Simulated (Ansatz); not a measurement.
GaH₅SiZn (`[SiH3][Zn][GaH2]`), relaxed with RKS PBE0-D4/def2-TZVP in Ansatz 0.2.0 from a GFN2-xTB geometry. The force threshold is 0.005 eV/Å; the program also tests the step.

Total charge 0; spin multiplicity 1.

Start:

```xyz
8

Si   -0.317    0.724    2.120
Zn    0.026   -0.067   -0.187
Ga    0.397   -0.901   -2.637
H    -1.678    0.491    2.615
H    -0.084    2.164    2.286
H     0.564    0.074    3.100
H     1.671   -0.656   -3.680
H    -0.579   -1.829   -3.617
```

Question: How much energy does the relaxation release, and in how many steps? (Estimate.)

Answer: The calculation gave: 25.56 kJ/mol, in 3 steps.

Question: Which bonds change most? (Estimate.)

Answer: The calculation gave: Zn2–Ga3 from 2.614 to 2.468 Å; Ga3–H8 from 1.665 to 1.584 Å; Ga3–H7 from 1.665 to 1.583 Å; Si1–Zn2 from 2.463 to 2.407 Å.

Question: Give the relaxed structure. (Best estimate.)

Answer: The calculation gave: 
```xyz
8

Si   -0.300    0.681    1.999
Zn    0.040   -0.089   -0.257
Ga    0.385   -0.877   -2.570
H    -1.692    0.434    2.478
H    -0.056    2.148    2.137
H     0.611    0.005    2.969
H     1.683   -0.537   -3.410
H    -0.671   -1.766   -3.346
```
